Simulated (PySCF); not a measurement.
Vertical excitations of a molecule CH₈FNOSi₂ from TDA-B3LYP/def2-SVPD (PySCF), as energy in eV (oscillator strength): 6.60 (0.016), 6.98 (0.010), 7.23 (0.060), 7.69 (0.006), 7.86 (0.031), 7.94 (0.098), 8.11 (0.025), 8.17 (0.081), 8.27 (0.005), 8.42 (0.003). Lowest triplet (TDA): 6.32 eV. Geometry: PBE-D3(BJ)/def2-SVP. One conformer was computed; it need not be the lowest.

### Question
Pick the molecule that these values belong to.
(A) C[SiH2]N[Si@H](O)F
(B) O[SiH2]N[SiH2]CF
(C) NC[Si@@](O)(F)[SiH3]
(D) N[Si@H](O)C[SiH2]F

### Answer
A, C[SiH2]N[Si@H](O)F
